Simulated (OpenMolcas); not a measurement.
Si IV: CASPT2 settings compared

* Program: OpenMolcas
* Basis: ANO-R2 [5s4p3d1f]
* Scalar Hamiltonian: X2C, finite nucleus
* Active space: 1 electron in 8 orbitals (3s 3p 4s 4p)
* State averaging: 2S+1 = 2 even, 1 root; 2S+1 = 2 odd, 3 roots
* Spin-orbit coupling: RASSI with atomic mean-field integrals over the reference wave functions, term energies averaged over their components

Methods on the same reference wave functions:
A. CASSCF
B. SS-CASPT2, IPEA 0.5 Eh, sigma2 regulariser 0.25 Eh (closed shells correlated: 2s 2p)
C. SS-CASPT2, IPEA 0.1 Eh, sigma2 regulariser 0.3 Eh (closed shells correlated: 2s 2p)
D. SS-CASPT2, IPEA 0.5 Eh, imaginary shift 0.5 Eh (closed shells correlated: 2s 2p)

Energies in eV above 3s ²S_1/2, the measured ground level; measured values from NIST levels in Kelleher and Podobedova, J. Phys. Chem. Ref. Data 37, 1285 (2008).

```tsv
Level	A	B	C	D	Measured
3s ²S_1/2	0.0000	0.0000	0.0000	0.0000	0.0000
3p ²P°_1/2	8.7977	8.843	8.843	8.843	8.8385
3p ²P°_3/2	8.8447	8.890	8.891	8.890	8.8957
```

Deviations, from unrounded energies. A percentage is the sum of absolute deviations over the sum of measured energies, with the sign that they share, or ± where signs differ.

```
           Against measurement  Levels     A     B     C     D
mean absolute deviation (cm-1)       2   370    41    41    41
      other configurations (%)       2  -0.5  ±0.1  ±0.1  ±0.1
```

B, C, D lie about equally close to measurement and A furthest from it. The largest miss of B in the table is 3p ²P°_3/2, by -49 cm-1. The ranking rests on the paired levels alone, and a cruder setting can come out closer through cancelling errors.

Among B to D the level of the table that moves most is 3p ²P°_1/2, by 7.1 cm-1 (lowest in D, highest in C).

The two smallest mean deviations differ by little beside CASPT2's spread within terms, so their order carries little weight.

The lowest spin-free term lies below A's lowest term by 0.214 hartree in B, 0.214 hartree in C, 0.214 hartree in D.

With one active electron outside closed inactive shells, the extra shells (4p 4s) add no correlation to the reference. With one active electron the reference holds no correlation, so core polarisation is missing (holds for A). With one active electron, CASPT2 adds the correlation within the correlated inactive shells and between them and that electron, and leaves the splitting within a term as the reference gives it (holds for B; C; D). Measured partners are found by configuration, term and J. A level has none where our copy of the source lacks it or the pairing is in doubt (some pairs that miss far off the trend of their configuration count as doubtful), and it then counts in no deviation. Only configurations of the active space appear.

° marks odd parity.
